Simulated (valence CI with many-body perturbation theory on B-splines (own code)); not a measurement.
# Sb⁴⁴⁺: E2, E3, M2 decay

Method: relativistic CI+MBPT: five valence electrons over a frozen Dirac-Fock core [He], a basis of 11 s, 11 p, 10 d, 8 f, 5 g, 2 h functions for each j, with the one-electron correlation potential Σ1, the two-electron term Σ2, the three-electron term Σ3, Breit, model QED; selected CI, second order for the rest, scaled by the run's own slope (own B-spline code, finite nucleus).

No measured spectrum was set against this ion. As an estimate, large intervals hold to a few tenths of a per cent, small ones and those within an open d or f shell to about a per cent. Among the levels kept, up to 7200 cm⁻¹ of a level comes from second order outside the variational space, and about a tenth of that is noise between levels of different J, which matters for small intervals.

Lines 51 to 71 of 71 in falling wavelength, among levels below 379.47 Ry, chosen from the decays that carry over 1 % of a level's rate. Wavelengths and rates use the calculated energies. Electric multipoles are in the length gauge with retardation, E1 and E2 with the static RPA response of the core. Weak lines are less certain than strong ones. Lines between different terms over intervals too small for the method are left out, as are lines whose strength nearly cancels. The highest levels of a list are the least certain.

Levels are named by their leading jj configuration (3d3/2^4 stands for four electrons in 3d with j = 3/2), which in mixed levels can hold well under half, so a name can repeat and another be missing. Letters in brackets count levels of one name in rising energy.

| λ vac (nm) | Upper | Lower | Type | A (s⁻¹) | Branch % |
| --- | --- | --- | --- | --- | --- |
| 0.2783 | (2s^2 2p3/2^2 3p3/2) J=1/2 | (2s^2 2p1/2 2p3/2^2) J=5/2 | E2 | 1.09e+11 | 14.3 |
| 0.2783 | (2s^2 2p1/2 2p3/2 3p3/2) J=7/2 | (2s^2 2p1/2^2 2p3/2) J=3/2 | E2 | 1.23e+11 | 35.4 |
| 0.2775 | (2s^2 2p1/2 2p3/2 3p3/2) J=5/2 [b] | (2s^2 2p1/2^2 2p3/2) J=3/2 | E2 | 8.05e+10 | 1.3 |
| 0.2774 | (2s^2 2p3/2^2 3p3/2) J=3/2 [b] | (2s^2 2p1/2 2p3/2^2) J=1/2 | E2 | 1.16e+11 | 2.2 |
| 0.2766 | (2s^2 2p1/2 2p3/2 3p3/2) J=1/2 [b] | (2s^2 2p1/2^2 2p3/2) J=3/2 | E2 | 5.84e+10 | 1.8 |
| 0.2765 | (2s^2 2p3/2^2 3p3/2) J=3/2 [a] | (2s^2 2p1/2 2p3/2^2) J=5/2 | E2 | 9.71e+10 | 1.2 |
| 0.2731 | (2s^2 2p3/2^2 3d5/2) J=9/2 | (2s^2 2p1/2 2p3/2^2) J=5/2 | M2 | 1.03e+09 | 5.8 |
| 0.2730 | (2s^2 2p1/2 2p3/2 3d5/2) J=9/2 | (2s^2 2p1/2^2 2p3/2) J=3/2 | E3 | 3.59e+08 | 2.1 |
| 0.2719 | (2s^2 2p3/2^2 3d5/2) J=9/2 | (2s^2 2p1/2 2p3/2^2) J=3/2 | E3 | 2.82e+08 | 1.6 |
| 0.2653 | (2s 2p1/2 2p3/2^2 3d5/2) J=9/2 [a] | (2s^2 2p1/2 2p3/2^2) J=5/2 | E2 | 1.40e+10 | 11.0 |
| 0.2648 | (2s 2p1/2^2 2p3/2 3d3/2) J=7/2 | (2s^2 2p1/2^2 2p3/2) J=3/2 | E2 | 1.94e+11 | 6.0 |
| 0.2643 | (2s 2p1/2 2p3/2^2 3d3/2) J=9/2 | (2s^2 2p1/2 2p3/2^2) J=5/2 | E2 | 2.91e+11 | 67.7 |
| 0.2640 | (2s 2p1/2 2p3/2^2 3d5/2) J=7/2 [a] | (2s^2 2p1/2 2p3/2^2) J=3/2 | E2 | 5.36e+11 | 2.7 |
| 0.2633 | (2s 2p1/2 2p3/2^2 3d5/2) J=9/2 [b] | (2s^2 2p1/2 2p3/2^2) J=5/2 | E2 | 4.32e+11 | 77.5 |
| 0.2615 | (2s 2p1/2^2 2p3/2 3d3/2) J=5/2 [b] | (2s^2 2p1/2^2 2p3/2) J=3/2 | E2 | 2.81e+11 | 1.6 |
| 0.2613 | (2s 2p3/2^3 3s) J=5/2 | (2s^2 2p1/2 2p3/2^2) J=1/2 | E2 | 3.04e+11 | 2.1 |
| 0.2611 | (2s 2p1/2 2p3/2^2 3d3/2) J=7/2 [c] | (2s^2 2p1/2 2p3/2^2) J=5/2 | E2 | 4.82e+11 | 1.8 |
| 0.2610 | (2s 2p1/2^2 2p3/2 3d3/2) J=1/2 [b] | (2s^2 2p1/2^2 2p3/2) J=3/2 | E2 | 9.76e+11 | 1.7 |
| 0.2604 | (2s 2p1/2 2p3/2^2 3d3/2) J=3/2 [d] | (2s^2 2p1/2 2p3/2^2) J=3/2 | E2 | 5.15e+11 | 1.8 |
| 0.2599 | (2s 2p1/2 2p3/2^2 3d5/2) J=9/2 [c] | (2s^2 2p1/2 2p3/2^2) J=5/2 | E2 | 7.53e+11 | 49.4 |
| 0.2595 | (2s 2p1/2 2p3/2^2 3d5/2) J=7/2 [c] | (2s^2 2p1/2 2p3/2^2) J=3/2 | E2 | 5.74e+11 | 1.3 |
